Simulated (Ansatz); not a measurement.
The cluster Sr2S2⁻, relaxed as a doublet with UKS PBE0-D4/def2-TZVPD in Ansatz, starting from the GFN1-xTB geometry. Force threshold 0.02 eV/Å.

In the def2 sets Sr takes a core potential; there is no spin–orbit coupling. The charge -1 doublet is spin-contaminated (final ⟨S²⟩ up to 0.96, 0.75 for a pure state). Another isomer (doublet) lies 1.63 eV lower at PBE0-D4/def2-TZVPD; other spin states weren't run for this one.

Start:

```tsv
atom	x (Å)	y (Å)	z (Å)
Sr1	0.0525	-0.8400	-1.8370
Sr2	1.5927	1.0863	0.5360
S3	-0.3605	-0.9925	1.0710
S4	-1.2847	0.7462	0.2301
```

```csv
step,energy (eV),largest force component (eV/Å),SCF passes
1,-23339.0279,0.532,20
2,-23339.2033,0.216,25
3,-23339.2034,0.104,27
4 (rejected),-23339.2016,0.297,23
5,-23339.2153,0.042,22
6,-23339.2174,0.004,24
```

Force components are those of the run's own axes.

End:

```
atom   x (Å)   y (Å)   z (Å)
 Sr1  -0.153  -0.976  -1.886
 Sr2   1.585   1.197   0.767
  S3  -0.263  -0.973   0.970
  S4  -1.169   0.753   0.149
```

By distances, no bond broke or formed. The bond that changes most is Sr1–S3, from 2.94 to 2.86 Å (atoms count from 1).

No frequencies were taken in this run, so the end may be a saddle point.

Hardware: 4 threads of Arm Neoverse V1 on a shared host. Wall time 27 s.
